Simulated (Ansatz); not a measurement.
BGeH5O: structure from calculated spectroscopic constants

These gas-phase data were calculated for one isomer of BGeH5O at r2SCAN-D4/def2-SVP (harmonic, unscaled wavenumbers; equilibrium rotational constants with average atomic masses):

- rotational constants: 37.08, 4.14, 3.911 GHz
- all wavenumbers above 1500 cm⁻¹: 2603, 2500, 2192, 2189, 2164
- dipole moment: 2.02 D (PBE0/def2-TZVPD)

Candidates:

(1) `B[O][GeH3]`, a singlet
(2) `O[BH][GeH3]`, a singlet

**Question.** Which candidate do the data belong to?

**Answer.** Candidate (1). No mode falls between 3300 and 4000 cm⁻¹, where the O–H stretch of (2) would stand.

The same quantities for all candidates:

|  | rotational constants (GHz) | wavenumbers above 1500 cm⁻¹ | dipole (D) | E above the lowest, r2SCAN-D4/def2-SVP (kcal/mol) |
| --- | --- | --- | --- | --- |
| (1) | 37.08, 4.14, 3.911 | 2603, 2500, 2192, 2189, 2164 | 2.02 | 0.0 |
| (2) | 32.15, 3.286, 3.093 | 3819, 2590, 2137, 2135, 2105 | 1.07 | 5.8 |

Each candidate is one conformer. Programs: Ansatz 0.2.0.
